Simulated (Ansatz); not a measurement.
Cost and result for the atomization energy of C$_{2}$H$_{6}$O$_{2}$Si, SMILES `O=CC(O)[SiH3]` (11 atoms, 10 bonds).

```xyz
11

O     2.174    0.323   -0.780
C     1.111   -0.233   -0.913
C     0.238   -0.527    0.251
O     0.866   -0.212    1.461
Si   -1.397    0.469    0.135
H     0.734   -0.536   -1.908
H    -0.033   -1.594    0.203
H     1.722    0.174    1.212
H    -2.215    0.119    1.319
H    -1.072    1.916    0.126
H    -2.128    0.101   -1.107
```

The species carries charge 0 and has multiplicity 1. The geometry is a stationary point of PBE0-D4/def2-TZVP. It is one conformer, not always the lowest. Program: Ansatz. All runs use 4 threads of an Intel Xeon on a shared host. Times are those of one run each, without the atoms' runs, and a repeat can differ threefold. Electronic energies, without spin–orbit coupling; frozen cores. CCSD(T)/CBS adds CCSD(T) − MP2 in def2-TZVPP to the MP2 limit, and its time is that of the two runs behind it. T1 = 0.015. HSE06 is the plane-wave form, built on full-range PBE exchange.

CCSD(T)/CBS is a level of theory with its own doubt, some kJ/mol a heavy atom from the limit and from the frozen cores, so smaller differences don't rank the functionals.

```csv
level,functions,wall time
LDA (SPW92)/def2-TZVPP,250,1.1 s
BLYP-D4/def2-TZVPP,250,1.7 s
HSE06-D4/def2-TZVPP,250,2.6 s
r2SCAN-D4/def2-TZVPP (with forces),250,3 s
r2SCANh-D4/def2-TZVPP,250,3.3 s
CCSD(T)/def2-SVP,104,3.6 s
B2PLYP/def2-TZVPP,250,4.6 s
ωB97X-V/def2-TZVPP,250,5.5 s
B97M-V/def2-TZVPP,250,6 s
ωB97M-V/def2-TZVPP (with forces),250,8 s
MP2/def2-QZVPP,478,17 s
CCSD(T)/def2-TZVPP,250,79 s
CCSD(T)/CBS(def2),–,96 s
```

Q: What atomization energy does each give, and how far from CCSD(T)/CBS? (Best estimate.)

A: The calculation gave: 
```csv
level,atomization (kJ/mol),difference from CCSD(T)/CBS,per bond
LDA (SPW92)/def2-TZVPP,4770.4,654.7,65.5
BLYP-D4/def2-TZVPP,4124.8,9.1,0.9
HSE06-D4/def2-TZVPP,4114.1,-1.6,-0.2
r2SCAN-D4/def2-TZVPP (with forces),4127.1,11.4,1.1
r2SCANh-D4/def2-TZVPP,4090.7,-25.0,-2.5
CCSD(T)/def2-SVP,3883.5,-232.2,-23.2
B2PLYP/def2-TZVPP,4067.5,-48.2,-4.8
ωB97X-V/def2-TZVPP,4128.7,13.0,1.3
B97M-V/def2-TZVPP,4115.8,0.1,0.0
ωB97M-V/def2-TZVPP (with forces),4126.2,10.5,1.0
MP2/def2-QZVPP,4148.8,33.1,3.3
CCSD(T)/def2-TZVPP,4002.5,-113.2,-11.3
CCSD(T)/CBS(def2),4115.7,0.0,0.0
```

At CCSD(T), def2-SVP lies −232.3 kJ/mol from the extrapolated value and def2-TZVPP −113.2 kJ/mol: correlation converges slowly with the basis, and small sets miss more of it in the bonded molecule than in its fragments. From BLYP to BHLYP (50 % exact exchange), in def2-TZVPP and without D4, the atomization energy moves by −145.0 kJ/mol: exact exchange takes away binding that semilocal exchange gives to molecules. In def2-TZVPP, CCSD(T) changes the Hartree–Fock value by +1106.5 kJ/mol (the triples alone add +70.4 kJ/mol) and MP2 by +1185.6 kJ/mol; breaking electron pairs costs correlation energy, which Hartree–Fock lacks.
